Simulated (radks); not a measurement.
All-electron atom: the rhodium ion Rh31+ in [Ne] 3s2 3p2.

Method: non-relativistic Kohn-Sham, BLYP, spin-polarised, spherical densities, point nucleus; open shells are filled with parallel spins first (spin-orbit coupling, left out, can overturn this in heavy ions); relativity is left out, which matters for an element this heavy; computed with a radial shooting solver on a logarithmic mesh with Libxc functionals.

Energy parts (hartree):
total: -3957.25220
kinetic: 3956.60436
electron-nucleus: -8425.67711
Hartree: 595.42586
exchange-correlation: -83.60531

Orbitals (lengths in bohr, moments of r in powers of bohr):
orbital,occ.,eigenvalue (hartree),<1/r>,<r>
1s up,1,-883.1802,44.49,0.03384
1s down,1,-883.0431,44.49,0.03384
2s up,1,-175.0572,10.24,0.1451
2s down,1,-174.9441,10.24,0.1450
2p up,3,-167.2671,10.21,0.1239
2p down,3,-167.1133,10.21,0.1239
3s up,1,-68.24362,4.161,0.3523
3s down,1,-67.70892,4.152,0.3529
3p up,2,-65.47407,4.108,0.3371
3p down,0,-64.93837,4.105,0.3375
3d up,0,-61.22168,3.983,0.2960
3d down,0,-60.78091,3.993,0.2955
4s up,0,-35.99911,2.198,0.6636
4s down,0,-35.84619,2.184,0.6672
4p up,0,-34.82602,2.172,0.6550
4p down,0,-34.67295,2.159,0.6588

The highest occupied level is 3p up at -1781.6 eV. The spin density at the nucleus is -3.080 e/bohr^3 (1s -5.502, 2s -0.732, 3s 3.153). Summed over all electrons, <r^2> = 0.7077 bohr^2, which gives a Langevin (diamagnetic) susceptibility term of -0.561 x 10^-6 cm^3/mol. The electron density at the nucleus is 6.421e+04 e/bohr^3. For comparison, the ionisation energy in NIST's Atomic Spectra Database is 1851 eV (semi-empirical). In exact Kohn-Sham theory the highest level is minus the ionisation energy, but local and semilocal functionals leave it too shallow, through self-interaction and a potential that decays too fast; potentials with the right tail come closer. Virial ratio -V/T = 2.00016. The density falls to 0.001 e/bohr^3 at r = 0.93 bohr.
